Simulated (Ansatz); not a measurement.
CH8OSi2 can be A, `C[SiH2]O[SiH3]`, or B, `OC[SiH2][SiH3]`.

Gas-phase electronic energies from Ansatz, PBE0-D4/def2-TZVP geometries. CCSD(T)/CBS adds triple-zeta CCSD(T) − MP2 to the extrapolated MP2 energy (def2 sets, frozen cores). This one scheme is used for every species. Functionals use def2-TZVPP. B3LYP here is the variant with VWN-RPA as its local correlation; programs differ in this. One conformer a species, not always the lowest.

Task: Which is lower in electronic energy at CCSD(T)/CBS, and by how much? (Estimate.)

Result: The calculation gave: A, by 75.4 kcal/mol.

Task: Give E(B) − E(A) in kcal/mol with CCSD/def2-TZVPP, B3LYP-D4, r2SCAN-D4, B3LYP, MP2/def2-TZVPP, PBE-D4, CCSD(T)/def2-TZVPP. (Best estimate.)

Result: Ansatz gave: CCSD/def2-TZVPP 75.9, B3LYP-D4 73.8, r2SCAN-D4 72.9, B3LYP 73.8, MP2/def2-TZVPP 78.8, PBE-D4 64.5, CCSD(T)/def2-TZVPP 74.6. None reverses the order clearly.

Largest T1 diagnostic: 0.012.

From PBE to PBE0 (25 % exact exchange), in def2-TZVPP and without D4, E(B) − E(A) moves by +4.0 kcal/mol. In def2-TZVPP, CCSD(T) changes the Hartree–Fock value by −8.5 kcal/mol (the triples alone add −1.4 kcal/mol) and MP2 by −4.3 kcal/mol.
